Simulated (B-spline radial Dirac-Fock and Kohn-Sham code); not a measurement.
# Magnetic form factor of the 4f shell of Eu³⁺

System: europium as Eu³⁺, [Xe] 4f6, inside a Watson sphere of charge -3 and radius 1.8 Å (a model of the Madelung potential; inside it an electron's potential energy is raised by 24.0 eV).

Input file task.json (cfg lists n, l and occupation; rrms is the nuclear radius in fm):

```json
{"items": [{
  "Z": 63,
  "q": 3,
  "cfg": [[1, 0, 2], [2, 0, 2], [2, 1, 6], [3, 0, 2], [3, 1, 6], [3, 2, 10], [4, 0, 2], [4, 1, 6], [4, 2, 10], [4, 3, 6], [5, 0, 2], [5, 1, 6]],
  "A": 153,
  "rrms": 5.1115,
  "watson": [-3, 1.8],
  "do": ["scatter"],
  "s": [0.0, 0.05, 0.1, 0.15, 0.2, 0.25, 0.3, 0.35, 0.4, 0.45, 0.5, 0.6, 0.7, 0.8, 0.9, 1.0, 1.1, 1.2, 1.4, 1.6, 1.8, 2.0, 2.5, 3.0, 3.5, 4.0, 5.0, 6.0],
  "pz": [0, 0.1, 0.15, 0.22, 0.32, 0.47, 0.68, 1.0, 1.5, 2.2, 3.2, 4.7, 6.9, 10.0, 15.0, 22.0, 32.0, 47.0, 69.0, 100.0, 150.0],
  "hv_scatter": [2000, 5000, 10000, 17479.3, 30000, 200000, 500000, 1000000]
}]}
```

Command: `python xray_run.py task.json out`

These are calculated numbers from a radial finite-basis atomic code; the model is Dirac-Fock densities. ⟨j_K⟩ is the integral of the 4f radial density with the spherical Bessel function j_K(4πsr), s = sin θ/λ.

```
s (Å⁻¹)     ⟨j0⟩    ⟨j2⟩    ⟨j4⟩    ⟨j6⟩
      0   1.0000  0.0000  0.0000  0.0000
   0.05   0.9833  0.0067  0.0000  0.0000
    0.1   0.9355  0.0253  0.0004  0.0000
   0.15   0.8628  0.0524  0.0018  0.0001
    0.2   0.7738  0.0836  0.0048  0.0002
   0.25   0.6767  0.1146  0.0099  0.0008
    0.3   0.5788  0.1423  0.0170  0.0018
   0.35   0.4853  0.1647  0.0256  0.0034
    0.4   0.3994  0.1812  0.0353  0.0058
   0.45   0.3229  0.1917  0.0452  0.0088
    0.5   0.2565  0.1966  0.0549  0.0124
    0.6   0.1523  0.1934  0.0719  0.0208
    0.7   0.0811  0.1782  0.0842  0.0296
    0.8   0.0350  0.1570  0.0915  0.0379
    0.9   0.0069  0.1336  0.0942  0.0449
      1  -0.0090  0.1109  0.0932  0.0503
    1.1  -0.0170  0.0901  0.0895  0.0541
    1.2  -0.0200  0.0720  0.0839  0.0562
    1.4  -0.0186  0.0441  0.0700  0.0565
    1.6  -0.0139  0.0256  0.0557  0.0531
```

Radial moments of the shell: ⟨r²⟩ = 0.9188, ⟨r⁴⟩ = 2.046, ⟨r⁶⟩ = 9.564 in powers of bohr.
